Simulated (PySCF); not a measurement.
Vertical excitations of a molecule C3H7FSi2 from TDA-ωB97X/def2-SVPD (PySCF), as energy in eV (oscillator strength): 6.03 (0.000), 6.28 (0.003), 6.30 (0.001), 7.31 (0.026), 7.91 (0.144), 8.10 (0.001), 8.21 (0.031), 8.29 (0.017), 8.38 (0.023), 8.54 (0.038). Lowest triplet (TDA): 4.98 eV. Geometry: B3LYP-D3(BJ)/def2-SVP. Other conformers were not sampled.

**Question.** Identify the compound among the candidates.
A. F[SiH2]C1=C[SiH2]C1
B. C#C[SiH2][C@H](F)[SiH3]
C. C#C[C@H](F)[SiH2][SiH3]
D. C=C1[SiH2]C[Si@H]1F

**Answer.** B, C#C[SiH2][C@H](F)[SiH3]
